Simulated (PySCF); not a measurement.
A species of formula C6H5NO has this rotational fingerprint, computed with PBE0-D3(BJ)/def2-TZVP geometry optimisation, gas phase in PySCF:

```
Rotational constants : A = 5320, B = 1662, C = 1267 MHz
Dipole components    : |μa| = 3.70 D, |μb| = 0.28 D, |μc| = 0.00 D
Inertial defect      : 0.00 u·Å²
κ                    : -0.80
```

Problem. Which candidate fits, each taken in the one conformer that was computed?
A. `[O:1]=[N:2][c:3]1[cH:4][cH:5][cH:6][cH:7][cH:8]1` with O1–N2–C3–C4 180° (nitrosobenzene)
B. `[O:1]=[CH:2][c:3]1[cH:4][cH:5][cH:6][n:7][cH:8]1` with O1–C2–C3–C4 0°
C. `[O:1]=[CH:2][c:3]1[cH:4][cH:5][n:6][cH:7][cH:8]1` with O1–C2–C3–C4 178° (4-pyridine carbaldehyde)

Solution. A. It is O=Nc1ccccc1, an asymmetric top, point group Cs. The candidates at the same level (rigid rotor, commonest isotopes):

```json
{"SMILES": "O=Nc1ccccc1", "A (MHz)": "5320", "B (MHz)": "1662", "C (MHz)": "1267", "μa (D)": "3.70", "μb (D)": "0.28", "μc (D)": "0.00", "Δ (u·Å²)": "0.00", "point group": "Cs", "rotor": "asymmetric top"}
{"SMILES": "O=Cc1ccncc1", "A (MHz)": "5589", "B (MHz)": "1575", "C (MHz)": "1229", "μa (D)": "0.59", "μb (D)": "1.62", "μc (D)": "0.05", "Δ (u·Å²)": "-0.02", "point group": "–", "rotor": "asymmetric top"}
{"SMILES": "O=Cc1cccnc1", "A (MHz)": "5486", "B (MHz)": "1598", "C (MHz)": "1237", "μa (D)": "1.66", "μb (D)": "0.55", "μc (D)": "0.00", "Δ (u·Å²)": "0.00", "point group": "Cs", "rotor": "asymmetric top"}
```

`O=Cc1ccncc1` has B 5 % too low; `O=Cc1cccnc1` has B 4 % too low. In the right answer the mirror of this Cs structure is the ab plane, so μc vanishes by symmetry. No structure here is proved a minimum.
